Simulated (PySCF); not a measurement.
# GeBr₂: fields on a plane

All numbers come from PBE0/[Ge def2-TZVP, Br def2-TZVP], no relativity, density fitting, PySCF.

The singlet minimum has Ge–Br 2.342 Å (×2); Br–Ge–Br 101.0°.

The plane holds Ge1 at (0.00, 0.00), Br2 at (2.34, 0.00), Br3 at (-0.45, 2.30) Å. Columns run from x = -2.55 to 4.65 Å, rows from y = 4.65 (top) to -1.95 Å, in steps of 0.3 Å. Other isomers or separated fragments may lie lower.

Task: Give the highest occupied orbital (Å^-3/2) at -7.79 eV (cut at ±0.3; overall sign arbitrary). Lower edges of the bins (Å^-3/2): '_' -0.300, '.' -0.240, ':' -0.180, '-' -0.120, '=' -0.060, '+' 0.000, '*' 0.060, '#' 0.120, '%' 0.180, '@' 0.240; top 0.30, each point printed twice.

Result: 
```
++++++++++++++++++++++++++++++++++++++++++++++++++
++++++++++++++++++++++++++++++++++++++++++++++++++
++++++++++++********++++++++++++++++++++++++++++++
++++++++++****####******++++++++++++++++++++++++++
++++++++++**##%%%%####****++++++++++++++++++++++++
====++++++##%%@@@@@@%%****++++++++++++++++++++++++
========++**%%@@@@@@%%##**++++++++++++++++++++++++
========--==++__++@@%%##**++++++++++++++++++++++++
======--::..##__--******++++++++++++++++++++++++++
====--::..__..**--==++++++++++++++++++++++++++++++
====--::..________::====++++++++++******++++++++++
======--::..____..::--======++++**********++++++++
========----::::::----======++**##%%%%####**++++++
======++++++++==========----==++##@@@@@@##****++++
++++++++****##****++====--::::==**%%@@@@%%##**++++
++++++**##%%@@##==**++==::..__--==__@@@@%%##**++++
++++****##@@@@**__--**++--____::@@--##%%##****++++
++++****##@@@@@@**####++--..____::--********++++++
++++****##%%@@@@@@@@%%**==::______::==++++++++++++
++++++**##%%%%@@@@%%##**==--::..::--====++++++++++
++++++****####%%%%##**++====--------====++++++++++
++++++++**************++++====--==========++++++++
++++++++++++********++++++==================++++++
```

Task: Give the electrostatic potential (V) (cut at 20 V). Every second row and column.

Result: 
```
-0.1 -0.1 -0.1  0.0 -0.1 -0.2 -0.3 -0.3 -0.2 -0.2 -0.2 -0.2 -0.1
-0.1 -0.1  0.2  0.5  0.3 -0.1 -0.4 -0.4 -0.3 -0.3 -0.2 -0.2 -0.2
-0.2  0.0  1.7  5.5  5.2  1.2 -0.3 -0.5 -0.4 -0.3 -0.3 -0.2 -0.2
-0.3  0.4  8.6 20.0 20.0  8.3  0.2 -0.5 -0.5 -0.4 -0.3 -0.3 -0.2
-0.3  0.6 16.2 20.0 20.0 16.9  0.8 -0.5 -0.5 -0.5 -0.4 -0.3 -0.2
-0.2  0.3  6.7 20.0 20.0  8.0  1.1  0.1  0.0 -0.2 -0.3 -0.3 -0.2
 0.1  0.5  2.5  8.1 13.6  9.8  3.7  3.9  8.3  4.9  0.9 -0.1 -0.2
 0.4  1.1  4.0 20.0 20.0 20.0 10.5 20.0 20.0 20.0  5.1  0.4 -0.1
 0.5  1.2  4.4 20.0 20.0 20.0 13.3 20.0 20.0 20.0  7.3  0.6  0.0
 0.5  0.8  2.2  9.6 20.0 20.0  6.5 10.8 20.0 16.4  2.7  0.2 -0.1
 0.4  0.5  0.9  2.1  4.1  3.9  2.0  1.3  1.8  1.1  0.1 -0.1 -0.1
 0.3  0.4  0.5  0.7  1.1  1.1  0.7  0.1 -0.2 -0.3 -0.3 -0.2 -0.1
```
